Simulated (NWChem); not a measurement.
Molecule: LiCl; SMILES [Li][Cl]

```xyz
2

Li     0.0000     0.0000    -1.7032
Cl     0.0000     0.0000     0.3006
```
Atoms are numbered in this order, from 1.

Results from NWChem. Structure relaxed at the PBE0/def2-SVP level. Total energies compare along this basis series because the functional is fixed.

| level | basis functions | energy (Ha) | highest occupied level (eV) | orbital gap (eV) | dipole (D) |
|---|---|---|---|---|---|
| PBE/cc-pVDZ | 32 | -467.5795 | -5.79 | 3.93 | 6.60 |
| PBE/aug-cc-pVDZ | 50 | -467.5853 | -5.90 | 4.05 | 6.77 |
| PBE/cc-pVTZ | 64 | -467.6013 | -5.84 | 4.04 | 6.63 |
| PBE/aug-cc-pVTZ | 96 | -467.6029 | -5.91 | 4.10 | 6.79 |
| PBE/cc-pVQZ | 114 | -467.6065 | -5.88 | 4.10 | ___ |

Question: Fill in the missing entries.

Answer: 
- PBE/cc-pVQZ, dipole (D): 6.72
